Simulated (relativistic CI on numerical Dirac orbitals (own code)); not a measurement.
## Rb IV: what numerical and physical settings do to a radial Dirac CI calculation

Reference input:

```
atom Rb  Z=37  charge=3  electrons=34
nucleus A=85  rms_radius_fm=4.2036
hamiltonian dirac-coulomb  breit=on  qed=on  c_scale=1
orbitals kli  potential=per-configuration
slater_scale 1
correlation none
mixing on
grid step=0.0125 r_max=37.3
scf mixing=0.4 start=green max_iterations=150 tolerance=2e-08 node_fill=0.05
configurations
  [Ar] 3d10 4s2 4p4
  [Ar] 3d10 4s 4p5
  [Ar] 3d10 4s2 4p3 4d
end
```

Computed lowest total energy -2974.67285 Ha, first excitation 6157.5 cm⁻¹, 34 SCF steps. Runs with settings changed; * marks those that are bad on purpose:

| Changed | Outcome | Lowest level | ΔE (Ha) | First excitation (cm⁻¹) | SCF steps | Message |
| --- | --- | --- | --- | --- | --- | --- |
| QED terms off, Breit term off, Slater scale 0.5 | converged | 4s²4p⁴ ³P2 | -2.6 | 6065.1 | 34 |  |
| QED terms off | converged | 4s²4p⁴ ³P2 | -1.05 | 6143.2 | 34 |  |
| Breit term off, nuclear radius 3.7832 fm, SCF mixing 0.1 | converged | 4s²4p⁴ ³P2 | -1.57 | 6287.1 | 39 |  |
| start potential thomas-fermi | converged | 4s²4p⁴ ³P2 | 1.71e-10 | 6157.5 | 33 |  |
| node fill of the KLI weights 50 * | converged | 4s²4p⁴ ³P2 | 0.653 | 7280.5 | 37 |  |
| Slater scale 5 * | converged | 4s4p⁵ ³P°2 | -0.332 | 5176.8 | 34 |  |

With so few configurations and no correlation, terms lie too far apart (by 10 to 50 % near neutrality), their order can be wrong, and levels of other configurations are missing.
